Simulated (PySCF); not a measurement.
Species: 1,4-benzodioxane, C8H8O2.
Bonds: C1–C2 (aromatic), C2–C3 (aromatic), C3–C4 (aromatic), C4–C5 (aromatic), C5–C6 (aromatic), C5–O7, O7–C8, C8–C9, C9–O10, C1–C6 (aromatic), C4–O10. Hydrogens: H11 on C1; H12 on C2; H13 on C3; H14 on C6; H15, H16 on C8; H17, H18 on C9.

The closed-shell ground state was solved at several levels (PySCF, density fitting, gas phase, non-relativistic). Geometry: PBE0-D3(BJ)/def2-SVP, one conformer, isolated molecule.

```tsv
level	basis functions	HOMO (eV)	LUMO (eV)	gap (eV)	dipole (D)
B3LYP/pcSseg-1	210	-5.97	-0.25	5.72	1.71
PBE0/pcSseg-1	210	-6.20	-0.07	6.13	1.73
```

Estimate the row for PBE0/def2-SVPD, a basis of 270 functions; the other rows only guide the guess.

HOMO -6.22 eV, LUMO -0.15 eV, gap 6.07 eV, dipole 1.64 D.

Over all these levels, which gives the widest orbital gap and which the narrowest?

PBE0/pcSseg-1 (global hybrid, 25 % exact exchange) has the widest, 6.13 eV, and B3LYP/pcSseg-1 (global hybrid, 20 % exact exchange) the narrowest, 5.72 eV. The two share the basis. From the narrowest to the widest the HOMO moves by -0.23 eV and the LUMO by +0.18 eV.

How far do the dipole and the HOMO energy spread over the levels?

The dipole runs from 1.64 to 1.73 D (mean 1.69 D) and the HOMO from -6.22 to -5.97 eV.
